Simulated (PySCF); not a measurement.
Ge(H)(F)(NH2)2 (FGeH5N2), SMILES [NH2][GeH]([NH2])[F]. Geometry optimised at PBE0-D3(BJ)/def2-SVP. The structure was generated by enumeration, and PubChem lists no compound with its InChIKey, so it may never have been made. The values are those of a single conformer.

Calculation: PBE0-D3(BJ)/def2-SVP run with PySCF 2.14.0.

Harmonic wavenumbers (cm⁻¹): 139, 205, 222, 262, 326, 488, 493, 695, 700, 729, 745, 771, 887, 898, 1536, 1541, 2173, 3592, 3592, 3696, 3699. Rotational constants (GHz): 5.791, 5.184, 3.359; symmetry number 1.

Task: Work out the zero-point energy and the ideal-gas rigid-rotor harmonic-oscillator thermochemistry at 298.15 K and 1 atm.

Result: ZPE = ½ Σ hcν = ½ × 27389 cm⁻¹ = 163.82 kJ/mol. H − E(el) = 183.44 kJ/mol. Entropy in J/(mol K): translation 168.93, rotation 106.98, vibration 53.69, total 329.61. G − E(el) = 85.17 kJ/mol. Cp = 102.33 J/(mol K). Modes under 150 cm⁻¹ make the vibrational entropy uncertain.
